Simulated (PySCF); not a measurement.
F₂H₃NOSi, SMILES O[Si](N)(F)F.

Geometry: r2SCAN-D4/def2-SVP. One conformer was computed; it need not be the lowest.

These are r2SCAN-D4/def2-SVP (PySCF) values and carry that method's errors.

Frequencies are harmonic and unscaled.

**Question.** List the normal modes with their intensities. (Estimate from the structure and the level; the computed values follow.)

**Answer.** 
```json
[
 {"mode": "1", "ν (cm⁻¹)": "153", "IR (km/mol)": "7.6", "moving atoms (share of kinetic energy)": "H 58 %, F 21 %, O 11 %, N 9 %"},
 {"mode": "2", "ν (cm⁻¹)": "201", "IR (km/mol)": "154.9", "moving atoms (share of kinetic energy)": "H 85 %, F 8 %"},
 {"mode": "3", "ν (cm⁻¹)": "230", "IR (km/mol)": "54.9", "moving atoms (share of kinetic energy)": "F 38 %, N 28 %, H 19 %, O 15 %"},
 {"mode": "4", "ν (cm⁻¹)": "270", "IR (km/mol)": "69.5", "moving atoms (share of kinetic energy)": "H 64 %, F 15 %, O 12 %"},
 {"mode": "5", "ν (cm⁻¹)": "329", "IR (km/mol)": "10.3", "moving atoms (share of kinetic energy)": "H 39 %, F 24 %, Si 16 %, N 13 %, O 9 %"},
 {"mode": "6", "ν (cm⁻¹)": "359", "IR (km/mol)": "13.7", "moving atoms (share of kinetic energy)": "F 51 %, Si 19 %, N 11 %, H 11 %"},
 {"mode": "7", "ν (cm⁻¹)": "361", "IR (km/mol)": "55.0", "moving atoms (share of kinetic energy)": "H 28 %, F 26 %, O 19 %, Si 17 %, N 10 %"},
 {"mode": "8", "ν (cm⁻¹)": "374", "IR (km/mol)": "102.1", "moving atoms (share of kinetic energy)": "F 32 %, H 24 %, O 23 %, Si 12 %, N 8 %"},
 {"mode": "9", "ν (cm⁻¹)": "760", "IR (km/mol)": "9.5", "moving atoms (share of kinetic energy)": "F 53 %, O 21 %, N 19 %"},
 {"mode": "10", "ν (cm⁻¹)": "769", "IR (km/mol)": "2.3", "moving atoms (share of kinetic energy)": "H 64 %, N 17 %, O 12 %"},
 {"mode": "11", "ν (cm⁻¹)": "817", "IR (km/mol)": "148.3", "moving atoms (share of kinetic energy)": "H 77 %, N 13 %, O 9 %"},
 {"mode": "12", "ν (cm⁻¹)": "932", "IR (km/mol)": "205.9", "moving atoms (share of kinetic energy)": "Si 47 %, F 42 %, O 9 %"},
 {"mode": "13", "ν (cm⁻¹)": "996", "IR (km/mol)": "251.0", "moving atoms (share of kinetic energy)": "Si 50 %, F 20 %, N 15 %, O 8 %"},
 {"mode": "14", "ν (cm⁻¹)": "1022", "IR (km/mol)": "209.4", "moving atoms (share of kinetic energy)": "Si 50 %, O 18 %, H 13 %, N 13 %"},
 {"mode": "15", "ν (cm⁻¹)": "1525", "IR (km/mol)": "85.4", "moving atoms (share of kinetic energy)": "H 87 %, N 12 %"},
 {"mode": "16", "ν (cm⁻¹)": "3622", "IR (km/mol)": "58.1", "moving atoms (share of kinetic energy)": "H 96 %"},
 {"mode": "17", "ν (cm⁻¹)": "3728", "IR (km/mol)": "70.5", "moving atoms (share of kinetic energy)": "H 91 %, N 9 %"},
 {"mode": "18", "ν (cm⁻¹)": "3890", "IR (km/mol)": "115.6", "moving atoms (share of kinetic energy)": "H 94 %"}
]
```
